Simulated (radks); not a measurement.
Question: All-electron atom: Fe X in [Ne] 3s2 3p5. Calculated with a radial shooting solver on a logarithmic mesh with Libxc functionals: non-relativistic Kohn-Sham, PBE, spin-unpolarised, spherical densities, point nucleus. Some entries of the table are withheld. Estimate them.

orbital,occ.,eigenvalue (hartree),<1/r> (bohr^-1),<r^2> (bohr^2)
1s,2,-262.8978,25.51,0.004692
2s,2,(1),(2),0.08536
2p,6,-33.75070,5.428,0.06820
3s,2,(3),(4),0.6267
3p,5,-9.14711,1.838,0.6421

Answer: 
(1) 2s eigenvalue (hartree): -37.79819
(2) 2s <1/r> (bohr^-1): 5.480
(3) 3s eigenvalue (hartree): -10.39165
(4) 3s <1/r> (bohr^-1): 1.917
